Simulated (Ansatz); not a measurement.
CH$_{5}$GaS (`S[CH2][GaH2]`) at its PBE0-D4/def2-TZVP geometry, where that method's forces vanish. Total charge 0; spin multiplicity 1.

| atom | x (Å) | y (Å) | z (Å) |
| --- | --- | --- | --- |
| S1 | 0.169 | -0.099 | -1.596 |
| C2 | -0.828 | -0.466 | -0.092 |
| Ga3 | 0.745 | 0.114 | 0.951 |
| H4 | -0.003 | 1.234 | -1.591 |
| H5 | -1.010 | -1.539 | -0.116 |
| H6 | -1.768 | 0.077 | -0.113 |
| H7 | 0.900 | 1.651 | 1.207 |
| H8 | 1.795 | -0.972 | 1.350 |

(1) For each bond, give half the difference of the two atoms' forces along it (eV/Å; positive pushes the atoms apart) under PBE-D4, r2SCAN-D4, B3LYP-D4, ωB97M-V in def2-TZVPP. (Estimate.)

## Answers

(1) The calculation gave: 
```
  bond  length (Å)  PBE-D4  r2SCAN-D4  B3LYP-D4  ωB97M-V
 S1–C2       1.841    0.17       0.18      0.33     0.17
 S1–H4       1.343    0.26       0.01     -0.04    -0.11
C2–Ga3       1.974    0.10       0.04      0.24     0.06
 C2–H5       1.088    0.10      -0.03     -0.13    -0.08
 C2–H6       1.086    0.07      -0.04     -0.13    -0.09
Ga3–H7       1.566    0.00      -0.08     -0.07    -0.08
Ga3–H8       1.562    0.00      -0.08     -0.07    -0.08
```

B3LYP here is the variant with VWN-RPA as its local correlation; programs differ in this.

Results of the Gaussian-basis code of Ansatz.
